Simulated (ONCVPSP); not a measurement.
What one change does to a pseudopotential (barium, ONCV)

* Element: Ba (Z = 56)
* Generator: ONCVPSP 4.0.1
* Type: optimised norm-conserving Vanderbilt (ONCV)
* Functional: PBE
* Relativity: scalar-relativistic
* Frozen core: [Xe]
* Valence charge: 2
* Reference configuration: 6s1.5 6p0.5
* Partial waves: 6s: rc 3.50 bohr, ncon 4, nbas 7, qcut 1.6 1/bohr, local; 6p: rc 4.00 bohr, ncon 4, nbas 7, qcut 1.7 1/bohr, 2 projectors, debl 1.9 Ha; d scattering state at 0.36 Ha: rc 3.50 bohr, ncon 3, nbas 8, qcut 3.1 1/bohr, 1 projector
* Local potential: the s channel
* Core correction: polynomial model core, fcfact 0.25

In the d channel the program set the typed energies aside and used -0.090 Ha.

Change: core [Kr] 4d10, valence charge 10; reference 5s2 5p6 5d0.5 6s1.5; waves now 5s+6s: rc 2.95 bohr, ncon 4, nbas 8, qcut 3.7 1/bohr, 3 projectors, debl 3.2 Ha; 5p: rc 2.60 bohr, ncon 4, nbas 9, qcut 4.8 1/bohr, 2 projectors, debl 1.6 Ha; 5d: rc 4.00 bohr, ncon 4, nbas 9, qcut 3.6 1/bohr, 2 projectors, debl 2 Ha; local potential polynomial inside 1.75 bohr (lpopt 5, dvloc0 1 Ha).

Cutoffs: the cutoffs (Ha) at which the residual kinetic energy of the hardest occupied pseudo-wave falls to 1 and 0.1 mHa per electron; they do not see the model core or the augmentation charge, which bear on the density cutoff. Errors are all-electron minus pseudo energies relative to the spin-unpolarised reference configuration.

Task: What does the change do?

Result: The potential gets harder (1.1 Ha and 7.5 Ha → 5.1 Ha and 8.8 Ha); neither file shows a bound ghost. The added semicore shells are compact, so their waves need more plane waves. Several settings change at once here, so the effects cannot be laid on one of them.

| quantity | base | changed |
| --- | --- | --- |
| cutoff, loose | 1.1 Ha | 5.1 Ha |
| cutoff, tight | 7.5 Ha | 8.8 Ha |
| bound ghosts | none | none |
| GHOST(+) flags under 300 eV | none | d at 78.4 eV, s at 124.5 eV |
| largest error over its own tests, meV | -3.2 | -6.7 |
| rms error of d²Exc/dni dnj with the model core, mHa | 0.70 | 1.54 |

Base: The cutoffs count occupied waves only; projector 2 of the p channel, the hardest unoccupied one, needs 10 Ha at the loose tolerance.
